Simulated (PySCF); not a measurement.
Two species compared at the same levels of theory.

First species: C₃H₁₀OS₂Si.
Structure used (GFN2-xTB), in Å, numbered top down from 1:
```
atom  x, y, z in Å
C1    -3.6661    0.1492    0.5026
S2    -2.1259    0.9488   -0.0303
C3    -0.9884   -0.4550    0.1560
Si4    0.7438    0.1342   -0.3288
O5     1.2099    1.4294    0.5284
S6     2.1304   -1.4146    0.1570
C7     3.6637   -0.4648   -0.0602
H8    -3.5561   -0.1971    1.5266
H9    -3.8886   -0.6816   -0.1613
H10   -4.4505    0.8961    0.4423
H11   -1.0366   -0.7885    1.1913
H12   -1.3364   -1.2574   -0.4887
H13    0.8077    0.4388   -1.7566
H14    0.6089    2.1519    0.7005
H15    4.4843   -1.1167    0.2178
H16    3.6354    0.4058    0.5845
H17    3.7576   -0.1663   -1.0987
```

Second species: 1-chlorobicyclo[1.1.1.]pentane, C₅H₇Cl.
InChI=1S/C5H7Cl/c6-5-1-4(2-5)3-5/h4H,1-3H2

Levels: wB97X-D/def2-SVPD for dipole moment, HOMO energy, LUMO energy, HOMO–LUMO gap, static isotropic polarisability and electronic spatial extent ⟨r²⟩ about the centre of nuclear charge; TDDFT wB97X-D/def2-SVPD for lowest singlet excitation; TDA wB97X-D/def2-SVPD for lowest triplet excitation (Tamm–Dancoff); GFN2-xTB for rotational constant A and rotational constant C. Geometries: GFN2-xTB. All species are isolated and taken at one optimised geometry, non-relativistic unless stated; the electronic structure was computed with PySCF and density fitting.

Dipoles, sizes and rotational constants follow the conformer. The torsions of the flexible species, by atom-mapped SMILES:
- `[CH3:1][S:2][CH2:3][Si@@H:4]([OH:5])[S:6][CH3:7]`: C1–S2–C3–Si4 -179°, S2–C3–Si4–O5 56°, C3–Si4–S6–C7 -168°, H–O5–Si4–C3 -43°

Task: Which has the higher HOMO energy?

Result: The first: -8.44 eV against -10.13 eV, a difference of 1.69 eV.

Task: Which has the higher T1 energy?

Result: The second: 7.26 eV against 5.08 eV, a difference of 2.18 eV.

Task: Which has the higher static isotropic polarisability?

Result: The first: 108.7 au against 67.8 au, a difference of 40.9 au.

Task: Which has the higher ⟨r²⟩?

Result: The first: 1994 bohr² against 643 bohr², a difference of 1351 bohr².

Task: Which has the higher LUMO energy?

Result: The second: 2.34 eV against 1.66 eV, a difference of 0.68 eV.

Task: Which of the two has the higher rotational constant A, and by how much?

Result: The second: 6.302 GHz against 4.049 GHz, a difference of 2.253 GHz.

Task: Which has the higher dipole moment?

Result: The second: 2.35 D against 1.41 D, a difference of 0.94 D.

Task: Which has the higher HOMO–LUMO gap?

Result: The second: 12.47 eV against 10.10 eV, a difference of 2.37 eV.

On the first: The polarisability is 16.10 Å³ as a volume (1 au = 0.148185 Å³), or 1.33 au for each of the 82 electrons. The vertical singlet–triplet gap S1 − T1 is 0.40 eV (TDDFT singlet less Tamm–Dancoff triplet; S1: HOMO→LUMO+1, weight 0.65; T1: HOMO→LUMO+1, weight 0.59).

On the second: The polarisability is 10.04 Å³ as a volume (1 au = 0.148185 Å³), or 1.25 au for each of the 54 electrons. No computed singlet falls in the visible range (750 to 380 nm, 1.65 to 3.26 eV); S1 lies 4.62 eV above its blue end.
